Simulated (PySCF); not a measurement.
CH6O3Si2. Atoms are numbered in the order given.

```xyz
12

O      0.0000     0.0000     1.3448
C      0.0000     0.0000     0.1127
Si    -1.7655     0.0000    -0.6739
O     -2.7494     0.0000     0.6613
Si     1.7655     0.0000    -0.6739
O      2.7494     0.0000     0.6613
H     -1.9340     1.2134    -1.5196
H     -1.9340    -1.2134    -1.5196
H     -2.2067     0.0000     1.4664
H      1.9340    -1.2134    -1.5196
H      1.9340     1.2134    -1.5196
H      2.2067     0.0000     1.4664
```
Charge 0, spin multiplicity 1.

Geometry optimised at ωB97X-D3(BJ)/def2-SVP. The structure was generated by enumeration, and PubChem lists no compound with its InChIKey, so it may never have been made. One conformer was computed; it need not be the lowest.

The numbers are results of KT2/pcSseg-1 in PySCF, not measurements.

GIAO shieldings, no solvent; atoms alike by connectivity are averaged. δ = σ(ref) − σ: ¹⁷O against H2O (σ = 330.4 ppm); ¹³C against TMS (σ = 185.1 ppm); ²⁹Si against TMS (σ = 361.9 ppm); ¹H against TMS (σ = 31.47 ppm), references at their B3LYP-D3(BJ)/def2-TZVP geometries, non-relativistic.

```json
[
 {"atoms": "O1", "nucleus": "¹⁷O", "count": "1", "δ (ppm)": "?"},
 {"atoms": "O4, O6", "nucleus": "¹⁷O", "count": "2", "δ (ppm)": "-13.1"},
 {"atoms": "C2", "nucleus": "¹³C", "count": "1", "δ (ppm)": "?"},
 {"atoms": "Si3, Si5", "nucleus": "²⁹Si", "count": "2", "δ (ppm)": "?"},
 {"atoms": "H7, H8, H10, H11", "nucleus": "¹H", "count": "4", "δ (ppm)": "5.49"},
 {"atoms": "H9, H12", "nucleus": "¹H", "count": "2", "δ (ppm)": "2.36"}
]
```

**Question.** Complete the blanks. (Estimate from the structure and the level; the computed values follow.)

**Answer.** 
- Si3, Si5, δ (ppm): -39.5
- C2, δ (ppm): 293.3
- O1, δ (ppm): 920.5
